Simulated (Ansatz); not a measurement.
```yaml
crystal:
  periodic: [false, false, false]
  atoms:
    - {symbol: C, position_ang: [-1.259520, -0.528749, -0.189213]}
    - {symbol: O, position_ang: [-0.318835, -0.390768, -0.376184]}
    - {symbol: Si, position_ang: [0.433070, 0.082328, 0.189921]}
    - {symbol: N, position_ang: [1.249889, 0.314877, -0.342740]}
    - {symbol: O, position_ang: [-0.094391, 1.075053, 0.442141]}
    - {symbol: H, position_ang: [-1.400013, 0.035686, -0.064020]}
    - {symbol: H, position_ang: [-1.596891, -0.854243, -0.759979]}
    - {symbol: H, position_ang: [-1.124746, -0.893061, 0.447716]}
    - {symbol: H, position_ang: [0.669762, -0.475346, 0.906583]}
    - {symbol: H, position_ang: [1.464409, 0.572158, -0.817553]}
    - {symbol: H, position_ang: [1.691237, -0.142439, -0.321089]}
    - {symbol: H, position_ang: [0.270464, 1.518977, 0.861401]}
basis:
  gaussian: {orbitals: def2-SVP, nuclear_model: gaussian, point_charges: [{charge: 1.00, position_ang: [5.842, 0.729, 0.678]}]}
hamiltonian: {xc: {name: r2SCANh}}
```

```sh
$ ansatz run in.yaml --threads 4 --pin off --events-out ev --progress --plain --max-ram 10444MiB
```

Output, abridged:

```
Functional definition: r2SCANh
1218 factors; their error is unknown
mean field evaluation 1: about -14432.0538 eV, gradient 1.5e2 eV
mean field evaluation 2: about -14363.8743 eV, gradient 2.3e2 eV
mean field evaluation 4: about -14467.6292 eV, gradient 9.1e0 eV
mean field evaluation 8: about -14467.7695 eV, gradient 2.3e-1 eV
mean field evaluation 16: about -14467.7473 eV, gradient 1.2e-4 eV
mean field -14467.74734303 eV, -531.6799082650 hartree, gradient 3.7e-5 eV, S^2 0.000000; 0 other end points of the search recorded, 0 dependent functions left out
reference -14467.74735101 eV, -531.6799085581 hartree; 25, 25 occupied and 84, 84 virtual orbitals, 1218 factors
Total energy: -14467.74735101 eV, -531.6799085581 hartree
```

In this input the geometry is squeezed to about two thirds of its size. The run converged. The result belongs to that input, not to the molecule as meant.
